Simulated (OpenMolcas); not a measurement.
5s² 5p² along the 50-electron sequence

```json
{"Program": "OpenMolcas 26.06", "Method": "CASSCF", "Basis": "ANO-R3", "Scalar Hamiltonian": "X2C, finite nucleus", "Spin-orbit coupling": "RASSI with atomic mean-field integrals over the reference wave functions, term energies averaged over their components"}
```

Active space for each ion: 4 electrons in 4 orbitals (5s 5p).

Computed levels in cm-1 above ³P₀:

| Level | Sb+ | Te2+ | I3+ | Xe4+ |
| --- | --- | --- | --- | --- |
| ³P₁ | 2646 | 4099 | 5840 | 7928 |
| ³P₂ | 5314 | 7698 | 10362 | 13351 |
| ¹D₂ | 14460 | 18592 | 23121 | 28241 |
| ¹S₀ | 23474 | 29416 | 35559 | 42182 |
| weight of ³P in the lowest level (%) | 96 | 94 | 93 | 91 |

Measured, with the error of the calculation in %. Measured levels: Sb+ from NIST Handbook of Basic Atomic Spectroscopic Data; Te2+ from the list in Zhang, Palmeri, Quinet and Biemont, Astron. Astrophys. 551, A136 (2013); Xe4+ from Saloman, J. Phys. Chem. Ref. Data 33, 765 (2004).

```json
{"Level": "³P₁", "Sb+": "3055 (-13.4)", "Te2+": "4757 (-13.8)", "Xe4+": "9292 (-14.7)"}
{"Level": "³P₂", "Sb+": "5658 (-6.1)", "Te2+": "8167 (-5.7)", "Xe4+": "14127 (-5.5)"}
{"Level": "¹D₂", "Sb+": "12790 (+13.1)", "Te2+": "17360 (+7.1)", "Xe4+": "28411 (-0.6)"}
{"Level": "¹S₀", "Sb+": "23906 (-1.8)", "Te2+": "30398 (-3.2)", "Xe4+": "44470 (-5.1)"}
```

The fine-structure level ³P₂ changes by a factor of 2.51 from Sb+ to Xe4+. Its fourth root runs 8.54, 9.37, 10.09, 10.75, with steps per unit of Z of 0.83, 0.72, 0.66; equal steps would mean a (Z - σ)^4 law with constant σ.

¹D₂ changes by a factor of 1.95 over the same range, with steps per unit of Z of +4130, +4530, +5120 cm-1.

Computed and measured levels are paired by configuration, term and J; levels that our copy of the source lacks, or whose pairing is in doubt (as where it misses far off the trend of its configuration), stay unpaired and out of the deviations. Only configurations of the active space appear.
